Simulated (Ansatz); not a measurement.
Basis-set extrapolation for `[SiH3]C([SiH3])[SiH3]` (PBE0-D4/def2-TZVP geometry, frozen core, Ansatz). Multiplicity 1, RHF reference.

```json
{"": "HF", "def2-TZVPP": "-910.539013", "def2-QZVPP": "-910.568319"}
{"": "MP2 correlation", "def2-TZVPP": "-0.568503", "def2-QZVPP": "-0.607055"}
{"": "CCSD(T) correlation", "def2-TZVPP": "-0.665270", "def2-QZVPP": "not run"}
```

Energies in hartree. Use E(X) = E(∞) + A·exp(−7.88·√X) for Hartree–Fock and E(X) = E(∞) + B·X^(−2.97) for correlation, with X = 3 and 4, and add CCSD(T) minus MP2 of the smaller set to the MP2 limit.

**Question.** What is the CCSD(T) energy at the basis-set limit?

**Answer.** HF limit: -910.568319 + (-0.029306) × 0.13774 = -910.57236. MP2 limit: -0.607055 + (-0.038552) × 0.74074 = -0.63561. Higher-order term: -0.665270 − (-0.568503) = -0.09677. Total: -911.30474 hartree, 2.73 eV below CCSD(T)/def2-TZVPP.
